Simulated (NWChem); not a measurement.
System: silicon dioxide molecule (SiO₂); SMILES O=[Si]=O

```xyz
3

O      0.0000     0.0000    -1.5184
Si     0.0000     0.0000     0.0000
O      0.0000     0.0000     1.5184
```
Atoms are numbered in this order, from 1.

All runs: NWChem. Pople sets run with spherical d functions. The geometry was optimised at PBE0/def2-SVP. Static field.

Order these runs by computing time, cheapest first, and give rough ratios: Hartree-Fock/6-31+G*; Hartree-Fock/aug-cc-pVDZ; Hartree-Fock/aug-cc-pVTZ; Hartree-Fock/def2-SVP.

Hartree-Fock/def2-SVP (1), Hartree-Fock/6-31+G* (3), Hartree-Fock/aug-cc-pVDZ (10), Hartree-Fock/aug-cc-pVTZ (50). Ratios are rough, from one shared machine; the cheapest took roughly 4 core-seconds. What differs between the cheapest and the dearest: isotropic polarisability (bohr³) 19.7 → 26.0; anisotropy (bohr³) 12.8 → 11.1.
